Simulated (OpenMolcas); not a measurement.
**Exact exchange and the HOMO–LUMO gap of SnSiH6**

The species is SnSiH6 (8 atoms), meant as a singlet with charge 0. As SMILES, `[SiH3][SnH3]`. The coordinates come from a PBE0-D4/def2-TZVP relaxation.

The HOMO–LUMO gap y, in eV, basis def2-SVPD with a core potential; a is the functional's share of exact exchange. Programs: OpenMolcas 26.06.

```
functional     program     a  y (eV)
      BLYP  OpenMolcas     0    5.89
      TPSS  OpenMolcas     0    6.35
     B3LYP  OpenMolcas   0.2       ?
      PBE0  OpenMolcas  0.25    7.80
     BHLYP  OpenMolcas   0.5    9.36
```

Task: Fit y = c + s·a to the known rows and predict B3LYP.

Result: 
1. Means of the 4 rows: a = 0.1875, y = 7.350.
2. Σ(Δa)² = 0.17188, Σ(Δa·Δy) = 1.1175, so the slope is 1.1175/0.17188 = 6.5016.
3. Intercept: 7.350 − (6.5016) × 0.1875 = 6.131. The largest residual of the fit is 0.24.
4. B3LYP: 6.131 + (6.5016) × 0.2 = 7.43 eV.

The run gave 7.33 eV, so the prediction is off by +0.10 eV, within the largest residual. Exact exchange lowers occupied levels and raises empty ones. The rows mix families of semi-local functionals, which the line can't see.
